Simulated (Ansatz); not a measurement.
Compare A (`[CH3][GeH]([NH2])[CH]=O`) with its isomer B (`C=C(N)[O][GeH3]`).

Calculated with Ansatz (gas phase, PBE0-D4/def2-TZVP geometries, no zero-point term in ΔE). CCSD(T)/CBS is the MP2 limit (def2-TZVPP, def2-QZVPP) plus CCSD(T) − MP2 in def2-TZVPP, frozen cores. DFT in def2-TZVPP. B3LYP here is the variant with VWN-RPA as its local correlation; programs differ in this. For Ge outer-core shells are correlated without core-valence functions, which leaves a few kJ/mol of doubt a bond. Scalar relativity is left out up to krypton. Each species was taken in one conformer, which may not be the lowest.

A:

```xyz
12

C    -1.091    0.406    1.256
Ge   -0.247    0.128   -0.467
N     1.082    1.381   -0.711
C     0.487   -1.749   -0.499
O     0.252   -2.548    0.369
H    -1.836   -0.369    1.436
H    -1.571    1.385    1.286
H    -0.344    0.352    2.048
H    -1.199    0.289   -1.670
H     1.850    1.326   -0.057
H     1.454    1.439   -1.648
H     1.162   -2.040   -1.343
```

B:

```xyz
12

C    -1.999    0.025   -0.294
C    -0.738    0.231    0.091
N    -0.233   -0.020    1.368
O     0.205    0.669   -0.767
Ge    1.808   -0.163   -0.786
H    -2.268    0.117   -1.335
H    -2.764   -0.225    0.427
H     0.273    0.766    1.755
H    -0.931   -0.353    2.015
H     2.662    0.312    0.400
H     2.405    0.320   -2.113
H     1.580   -1.679   -0.760
```

(1) Which isomer does CCSD(T)/CBS put lower? Give the gap. (Best estimate.)

(2) Give E(B) − E(A) in kcal/mol with CCSD/def2-TZVPP, B3LYP, PBE0-D4, r2SCAN-D4, HF/def2-TZVPP, MP2/def2-TZVPP, B3LYP-D4. (Estimate.)

Largest T1 diagnostic: 0.013.

Answers

(1) The calculation gave: A, by 6.9 kcal/mol.

(2) Ansatz gave: CCSD/def2-TZVPP 7.1, B3LYP 5.2, PBE0-D4 4.2, r2SCAN-D4 3.9, HF/def2-TZVPP 3.8, MP2/def2-TZVPP 7.6, B3LYP-D4 4.6. None reverses the order clearly.

From PBE to PBE0 (25 % exact exchange), in def2-TZVPP and without D4, E(B) − E(A) moves by −1.2 kcal/mol. In def2-TZVPP, CCSD(T) changes the Hartree–Fock value by +3.5 kcal/mol (the triples alone add +0.1 kcal/mol) and MP2 by +3.8 kcal/mol.
